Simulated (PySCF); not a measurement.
C4HCl2F, SMILES ClC(=C(F)C#C)Cl.

Geometry: PBE0-D3(BJ)/def2-SVP. This is a generated structure with no PubChem entry under its InChIKey; it may be hypothetical.

These are PBE0-D3(BJ)/def2-SVP in PySCF values and carry that method's errors.

Frequencies are harmonic and unscaled.

### Question
Give all harmonic wavenumbers and intensities. (The exact figures need the calculation; the answer reports its results.)

### Answer

```tsv
mode	ν (cm⁻¹)	IR (km/mol)	moving atoms (share of kinetic energy)
1	102	0.9	Cl 37 %, C 31 %, F 26 %
2	124	1.0	C 52 %, Cl 32 %, H 12 %
3	232	2.4	F 42 %, Cl 41 %, C 14 %
4	272	0.7	C 68 %, F 20 %
5	283	1.5	Cl 63 %, C 29 %
6	413	0.5	C 92 %
7	436	2.3	F 35 %, Cl 34 %, C 31 %
8	479	5.7	Cl 51 %, C 45 %
9	629	7.8	C 53 %, F 32 %, Cl 12 %
10	648	1.4	C 97 %
11	671	43.0	H 77 %, C 22 %
12	744	25.9	H 75 %, C 25 %
13	959	89.2	C 84 %, Cl 8 %
14	1025	156.5	C 79 %, F 13 %, Cl 8 %
15	1331	93.1	C 83 %, F 16 %
16	1703	18.9	C 98 %
17	2239	8.1	C 91 %, H 9 %
18	3486	106.0	H 86 %, C 14 %
```
